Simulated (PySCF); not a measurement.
PySCF input (M06-2X/6-31G* (5d)):

```python
from pyscf import gto, dft

mol = gto.M(
    atom='''
    Si    1.78147400   -1.00262700    0.44651000
    O     0.47932900   -0.24563300    1.14199000
    C     0.01989400    1.02244500    0.75329700
    O    -0.46407100    1.02980700   -0.56424100
    Si   -1.79758700    0.17448400   -1.05665300
    H     1.43842300   -1.59323100   -0.86599400
    H     2.88364300   -0.02607300    0.26523500
    H     2.17543500   -2.07028600    1.38623200
    H    -0.77139900    1.29870000    1.45588000
    H     0.83081800    1.75512700    0.79406100
    H    -2.20082000    0.76567400   -2.34742000
    H    -1.49398200   -1.26223800   -1.23780500
    H    -2.87795800    0.31825900   -0.04996400
    ''',
    basis='6-31g*',
    charge=1,
    spin=1,
    verbose=4,
)

mf = dft.UKS(mol, xc='m062x')
mf.grids.level = 4
mf.conv_tol = 1e-9
mf.max_cycle = 100
mf.max_memory = 1500
mf.kernel()
if not mf.converged:
    mf = mf.newton()
    mf.kernel(mf.make_rdm1())
mo, _, stable, _ = mf.stability(return_status=True)
if not stable:
    mf.kernel(mf.make_rdm1(mo, mf.mo_occ))
    stable = mf.stability(return_status=True)[2]
mf.dip_moment()
```

From the output:

```
  HOMO = -0.548634311449  LUMO = -0.433858721221  gap/eV = 3.12320
cycle= 13 E= -771.819568676953  delta_E= -0.000259  |g|= 0.00225  |ddm|= 0.0769
  alpha nocc = 29  HOMO = -0.579532316688718  LUMO = -0.136704967890069
  beta  nocc = 28  HOMO = -0.54854299660429  LUMO = -0.428081256255284
  HOMO = -0.548542996604  LUMO = -0.428081256255  gap/eV = 3.27793
cycle= 14 E= -771.819749666321  delta_E= -0.000181  |g|= 0.0042  |ddm|= 0.118
  alpha nocc = 29  HOMO = -0.579221857606947  LUMO = -0.136600968725861
  beta  nocc = 28  HOMO = -0.548811046167166  LUMO = -0.430627145636369
  HOMO = -0.548811046167  LUMO = -0.430627145636  gap/eV = 3.21595
cycle= 15 E= -771.819753024156  delta_E= -3.36e-06  |g|= 0.00235  |ddm|= 0.014
  alpha nocc = 29  HOMO = -0.57993878014224  LUMO = -0.136665453148145
  beta  nocc = 28  HOMO = -0.549328405562207  LUMO = -0.432205822087716
  HOMO = -0.549328405562  LUMO = -0.432205822088  gap/eV = 3.18707
cycle= 16 E= -771.819779029937  delta_E= -2.6e-05  |g|= 0.00125  |ddm|= 0.0333
  alpha nocc = 29  HOMO = -0.58011715596331  LUMO = -0.136607317423673
  beta  nocc = 28  HOMO = -0.549585176179149  LUMO = -0.433534083086298
  HOMO = -0.549585176179  LUMO = -0.433534083086  gap/eV = 3.15791
cycle= 17 E= -771.81978384672  delta_E= -4.82e-06  |g|= 0.000315  |ddm|= 0.012
  alpha nocc = 29  HOMO = -0.580178341643649  LUMO = -0.136623405355563
  beta  nocc = 28  HOMO = -0.549692340186696  LUMO = -0.433857265515127
  HOMO = -0.549692340187  LUMO = -0.433857265515  gap/eV = 3.15203
cycle= 18 E= -771.819784444903  delta_E= -5.98e-07  |g|= 0.000138  |ddm|= 0.00427
  alpha nocc = 29  HOMO = -0.580213072540337  LUMO = -0.136621626664845
  beta  nocc = 28  HOMO = -0.549728331885301  LUMO = -0.433961016602779
  HOMO = -0.549728331885  LUMO = -0.433961016603  gap/eV = 3.15019
cycle= 19 E= -771.819784590415  delta_E= -1.46e-07  |g|= 0.000132  |ddm|= 0.00259
  alpha nocc = 29  HOMO = -0.580235478770854  LUMO = -0.136625555196573
  beta  nocc = 28  HOMO = -0.549726461526647  LUMO = -0.433836807719489
  HOMO = -0.549726461527  LUMO = -0.433836807719  gap/eV = 3.15352
cycle= 20 E= -771.819784632663  delta_E= -4.22e-08  |g|= 2.31e-05  |ddm|= 0.00201
  alpha nocc = 29  HOMO = -0.580233203812003  LUMO = -0.136624976563054
  beta  nocc = 28  HOMO = -0.549733778919737  LUMO = -0.433877495280066
  HOMO = -0.54973377892  LUMO = -0.43387749528  gap/eV = 3.15261
cycle= 21 E= -771.819784634043  delta_E= -1.38e-09  |g|= 1.52e-05  |ddm|= 0.000113
  alpha nocc = 29  HOMO = -0.580232308781519  LUMO = -0.136625264790543
  beta  nocc = 28  HOMO = -0.549731143947853  LUMO = -0.433862438059157
  HOMO = -0.549731143948  LUMO = -0.433862438059  gap/eV = 3.15295
cycle= 22 E= -771.819784634293  delta_E= -2.49e-10  |g|= 3.28e-06  |ddm|= 3.03e-05
  alpha nocc = 29  HOMO = -0.580232069589051  LUMO = -0.136625290521055
  beta  nocc = 28  HOMO = -0.549730437615766  LUMO = -0.433860764140177
  HOMO = -0.549730437616  LUMO = -0.43386076414  gap/eV = 3.15297
Extra cycle  E= -771.819784634336  delta_E= -4.34e-11  |g|= 2.62e-06  |ddm|= 1.23e-05
converged SCF energy = -771.819784634336  <S^2> = 0.75878087  2S+1 = 2.0087617
uhf_internal: lowest eigs of H = [0.01665791 0.04632296 0.09145383]
<class 'pyscf.dft.uks.UKS'> wavefunction is stable in the internal stability analysis

WARN: System has nonzero charge 1; the dipole moment is origin-dependent.
Location of origin: [0. 0. 0.]

Dipole moment(X, Y, Z, Debye):  0.00408,  0.21745,  0.16015
```

The dipole moment of an ion depends on the origin.

The geometry given is a B3LYP-D3(BJ)/def2-TZVP minimum of the species of charge 0 and multiplicity 1, not of this state.
